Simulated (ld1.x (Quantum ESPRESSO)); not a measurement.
**bromine, ultrasoft: configuration errors across variants**

* Element: bromine
* Generator: ld1.x (Quantum ESPRESSO) 7.5
* Type: ultrasoft
* Functional: PW91
* Relativity: fully relativistic
* Frozen core: [Ar] 3d10
* Valence charge: 7
* Reference configuration: 4s2 4p5
* Partial waves: 4s (bound): rcut 1.15, rcutus 1.30 bohr; 4s channel at -1.15 Ry: rcut 1.15, rcutus 1.30 bohr; 4p (bound): rcut 1.45, rcutus 1.75 bohr; 4p channel at -0.15 Ry: rcut 1.45, rcutus 1.75 bohr
* Local potential: all-electron potential smoothed inside 1.50 bohr (lloc = -1)
* Core correction: a·sin(br)/r model core inside 1.30 bohr
* Augmentation charge: PSQ, inside the norm-conserving radii

Open shells are filled in proportion to 2j + 1 (rel_dist='average').

All-electron excitation energies from the reference (eV): (1) 4s2 4p4 12.617; (2) 4s2 4p3 35.455; (3) 4s2 4p2 69.536; (4) 4s2 4p5.3 -1.980; (5) 4s2 4p1 115.688; (6) 4s1 4p5 25.633; (7) 4s1 4p6 12.384.

5 further variants failed, have other tests or too few solved ones, and are left out.

Errors AE − PS in meV (a dash: test not solved or not reliable):

| change | (1) | (2) | (3) | (4) | (5) | (6) | (7) | bound ghosts |
| --- | --- | --- | --- | --- | --- | --- | --- | --- |
| base | -1.7 | -13 | -48 | -0.1 | -129 | -7.3 | +3.1 | none |
| all radii but the core radius scaled by about 1.14 (s 1.48, p 2.00 bohr, rcut 1.30/1.64); local potential all-electron potential smoothed inside 1.70 bohr (lloc = -1) | -1.7 | -12 | -41 | -0.1 | -102 | -17 | -8.3 | none |
| all radii but the core radius scaled by about 1.20 (s 1.56, p 2.10 bohr, rcut 1.38/1.74); local potential all-electron potential smoothed inside 1.80 bohr (lloc = -1) | -1.7 | -12 | -38 | -0.1 | -93 | -17 | -8.7 | none |

(1) Give the same row for: all radii but the core radius scaled by about 1.09 (s 1.42, p 1.90 bohr, rcut 1.24/1.58); local potential all-electron potential smoothed inside 1.64 bohr (lloc = -1).

Answers

(1) -1.8, -13, -45, -0.1, -115, -11, -1.7; bound ghosts: none.
